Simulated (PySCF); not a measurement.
Compounds:

A. SMILES C=C1CC[Si]1(C)C
B. `O=C(O)C#C[SiH2]CN([SiH3])[SiH3]`
C. SMILES FC(F)[C@]1(F)[SiH2][Si@@H](F)[SiH2]1

Spectrum 1. $^{1}$H NMR (400 MHz, computed): δ 6.63 (m, 1H), 6.49 (m, 1H), 4.95 (m, 2H), 4.85 (m, 2H). $^{13}$C{$^{1}$H} NMR (computed): δ 124.9 (CH), 98.3 (C).

Spectrum 2. $^{1}$H NMR (400 MHz, computed): δ 5.91 (br s, 1H), 5.64 (br s, 1H), 2.88 (m, 2H), 1.27 (m, 2H), 0.27 (s, 6H). $^{13}$C{$^{1}$H} NMR (computed): δ 169.3 (C), 131.5 (CH2), 32.0 (CH2), 12.4 (CH2), 0.5 (CH3).

Spectrum 3. $^{1}$H NMR (400 MHz, computed): δ 6.35 (br s, 1H), 4.76 (s, 6H), 4.66 (t, 2H), 3.26 (t, 2H). $^{13}$C{$^{1}$H} NMR (computed): δ 157.3 (C), 103.9 (C), 96.3 (C), 40.6 (CH2).

PySCF 2.14 calculation with shieldings: GIAO PBE0/pcSseg-1 and GFN2-xTB structure; fast rotation and ring inversion assumed for equivalent nuclei, a single conformation, relativity neglected, no solvent.

Chemical shifts δ = σref − σ; TMS for $^{1}$H and $^{13}$C, all at this level. Splittings of carbon signals by F and P are missing where no couplings were computed. Where no couplings were computed, multiplicities follow the n + 1 count of equivalent neighbours, and m marks all less simple cases (inequivalent or close neighbours, rings, F or P nearby). Acid and N–H amide carbonyl carbons lie up to 10 ppm further downfield in solution (hydrogen bonding). Shifts are as computed. Against solution values, carbons near 30 ppm lie about +3 ppm off and those near 130 ppm about +5 ppm. Of 1309 compounds with measured shifts, 239 miss one by over three times the rms of a fit or turn the order of signals round; such compounds aren't used in these exercises. OH and NH positions are gas-phase values without hydrogen bonding to other molecules.

Which spectrum belongs to which compound?

Results:

1–C, 2–A, 3–B.

- Spectrum 1 (C): 2 $^{13}$C signals; δC 124.9 is an sp3 CH bonded to 2 F; δC 98.3 is a fully substituted sp3 carbon bonded to F and 2 Si.
- Spectrum 2 (A): 5 $^{13}$C signals; δC 131.5 is a terminal =CH2 carbon; δC 32.0 is an allylic sp3 CH2.
- Spectrum 3 (B): 4 $^{13}$C signals; δC 157.3 is a carboxylic acid carbon; δC 103.9 is an alkyne carbon.
